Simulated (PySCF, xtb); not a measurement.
Si(F)2(Cl)(NH2) (ClF2H2NSi), SMILES N[Si](F)(F)Cl.

GFN2-xTB run with xtb 6.7.1 at its own geometry gives an orbital gap of 7.37 eV and a dipole moment of 3.20 D.

Geometry optimised at PBE-D3(BJ)/def2-SVP. One conformer was computed; it need not be the lowest.

**Question.** What does CAM-B3LYP/def2-TZVP in PySCF give? (An estimate is asked for; the answer gives what the named calculation found.)

**Answer.** gap 11.06 eV (levels -10.03 and 1.03 eV), dipole 2.95 D.
